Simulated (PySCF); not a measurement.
CBr3, SMILES Br[C+](Br)Br, charge +1. Atoms are numbered in the order given.

```xyz
4

C      0.0000     0.0000     0.0000
Br     1.8217     0.0000     0.0000
Br    -0.9108     1.5776     0.0000
Br    -0.9108    -1.5776     0.0000
```
Charge +1, spin multiplicity 1.

Coordinates come from a B3LYP-D3(BJ)/def2-SVP optimisation.

The numbers are results of B3LYP/def2-TZVP run with PySCF, not measurements.

**Question.** Estimate the frontier levels, gap, dipole moment and polarisability. (An estimate is asked for; the answer gives what the named calculation found.)

**Answer.** 
The highest occupied level is -13.72 eV, the lowest empty level is -9.75 eV and the orbital gap is 3.98 eV. The dipole moment about the centre of nuclear charge comes out as 0.000 e·Å. The mean static polarisability comes out as 69.3 bohr³ (10.27 Å³) and the polarisability, principal values is 40.4, 83.8, 83.8 bohr³.
